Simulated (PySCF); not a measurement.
## Basis and Hamiltonian dependence of the excitation energy of B

B [He] 2s2 2p1 (2P) → B [He] 2s1 2p2, s spin flipped. All values are computed (PySCF 2.14, energy differences of UHF-based or UKS calculations, no spin-orbit coupling). Values in eV.

| basis | Hamiltonian | functions | UHF | r2SCAN | PBE0 | MP2 (valence) |
| --- | --- | --- | --- | --- | --- | --- |
| def2-TZVPPD | non-relativistic | 37 | 7.223 | 6.111 | 6.129 | 6.638 |
| aug-cc-pCVTZ-DK | spin-free X2C | 59 | 7.234 | 6.113 | 6.139 | 6.655 |
| def2-QZVPPD | non-relativistic | 63 | 7.223 | 6.111 | 6.130 | 6.631 |
| aug-cc-pVQZ | non-relativistic | 80 | 7.224 | 6.112 | 6.129 | 6.634 |

Frozen in the all-electron rows: valence: 1s2.

In the upper determinant the s electron has its spin opposite to the other open shell, which mixes two multiplicities.
